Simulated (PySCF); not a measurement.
Job file and geometry (Å, from GFN2-xTB) of an NMR shielding run on `InChI=1S/C6H11BSSi/c1-2-6-4-3-5-8-7-9-6/h3-5,7H,2,9H2,1H3`, GIAO PBE0/pcSseg-1 NMR shielding, non-relativistic, gas phase (PySCF); density fitting, a coarse starting grid and PySCF grid level 2 are the driver's defaults:

```
$ OMP_NUM_THREADS=1 python probes_run.py task.json out

{"job": {"kind": "nmr", "xc": "PBE0", "basis": "pcSseg-1"}, "charge": 0, "multiplicity": 1}
C     -2.338403    -0.042086    -0.998747
C     -1.746567    -0.916411     0.106617
C     -0.324549    -0.525307     0.375999
C      0.683052    -1.317246    -0.005784
C      2.103302    -1.072350     0.133965
C      2.832416     0.013647    -0.137627
S      2.371699     1.535522    -0.918864
B      0.880590     2.134186    -0.214988
Si     0.020336     1.135936     1.223723
H     -2.329115     1.004096    -0.699838
H     -1.756321    -0.143529    -1.912857
H     -3.364964    -0.335459    -1.207202
H     -2.337731    -0.787066     1.016063
H     -1.804745    -1.966570    -0.193463
H      0.459489    -2.302039    -0.412138
H      2.667608    -1.944869     0.453192
H      3.906978    -0.029709    -0.031717
H      0.481574     3.102847    -0.740417
H      0.850530     0.835361     2.407438
H     -1.260328     1.631724     1.753611
```

Question: What does the program print?

Answer: 
```
coarse grid: 17672 points
cycle   1  E = -947.0265498037  dE =  1.126e+00  |g| = 3.847e-01  |ddm| = 4.223e+00
cycle   2  E = -947.0102389826  dE =  1.631e-02  |g| = 4.572e-01  |ddm| = 8.692e-01
cycle   3  E = -947.0660726633  dE = -5.583e-02  |g| = 1.095e-01  |ddm| = 5.873e-01
cycle   4  E = -947.0691380554  dE = -3.065e-03  |g| = 3.947e-02  |ddm| = 1.521e-01
cycle   5  E = -947.0695407285  dE = -4.027e-04  |g| = 8.743e-03  |ddm| = 4.772e-02
cycle   6  E = -947.0695613420  dE = -2.061e-05  |g| = 3.234e-03  |ddm| = 1.726e-02
cycle   7  E = -947.0695642178  dE = -2.876e-06  |g| = 1.024e-03  |ddm| = 4.725e-03
final grid: 161224 points
cycle   8  E = -947.1243576569  dE = -3.975e-05  |g| = 9.349e-03  |ddm| = 3.954e-02
cycle   9  E = -947.1243420752  dE =  1.558e-05  |g| = 1.195e-02  |ddm| = 2.185e-02
cycle  10  E = -947.1243804652  dE = -3.839e-05  |g| = 1.529e-03  |ddm| = 1.426e-02
cycle  11  E = -947.1243810800  dE = -6.148e-07  |g| = 4.278e-04  |ddm| = 1.992e-03
cycle  12  E = -947.1243811271  dE = -4.711e-08  |g| = 1.086e-04  |ddm| = 5.764e-04
cycle  13  E = -947.1243811300  dE = -2.942e-09  |g| = 3.340e-05  |ddm| = 1.759e-04
cycle  14  E = -947.1243811303  dE = -2.765e-10  |g| = 6.524e-06  |ddm| = 4.203e-05
converged SCF energy = -947.1243811303

GIAO shielding tensors (ppm)
atom      isotropic    diamagn.    paramagn.     s11        s22        s33       span
  0 C      165.441     248.385     -82.945    148.868    162.007    185.446     36.578
  1 C      147.004     246.689     -99.685    130.189    139.210    171.612     41.423
  2 C       27.176     263.077    -235.902    -60.270     -7.887    149.684    209.954
  3 C       48.970     255.069    -206.099    -52.481     64.208    135.183    187.664
  4 C       41.912     255.801    -213.889    -74.199     45.648    154.288    228.487
  5 C       47.651     259.197    -211.546    -60.719     54.634    149.039    209.758
  6 S      258.325    1058.394    -800.069    -47.387    293.075    529.287    576.674
  7 B       31.016     200.109    -169.093    -32.228      3.857    121.418    153.645
  8 Si     428.886     882.729    -453.843    394.997    436.646    455.015     60.018
  9 H       30.648      31.004      -0.356     26.450     30.646     34.848      8.399
 10 H       31.027      31.118      -0.091     27.643     30.049     35.390      7.747
 11 H       30.454      28.118       2.337     25.861     27.130     38.372     12.510
 12 H       29.144      30.757      -1.614     26.010     27.750     33.671      7.661
 13 H       29.455      31.561      -2.106     25.105     28.650     34.611      9.506
 14 H       24.890      33.083      -8.193     22.299     23.923     28.448      6.149
 15 H       24.357      29.184      -4.827     21.097     24.893     27.081      5.984
 16 H       24.555      29.072      -4.516     20.715     25.319     27.633      6.918
 17 H       24.243      29.753      -5.510     20.834     24.886     27.010      6.176
 18 H       27.835      29.818      -1.983     23.853     26.467     33.186      9.334
 19 H       27.596      30.407      -2.810     24.166     26.251     32.373      8.206
```

Size and cost of the density-fitted run: 222 basis functions, 100 s wall time on 1 thread of an Arm Neoverse N1, shared host; peak memory 1 GiB.
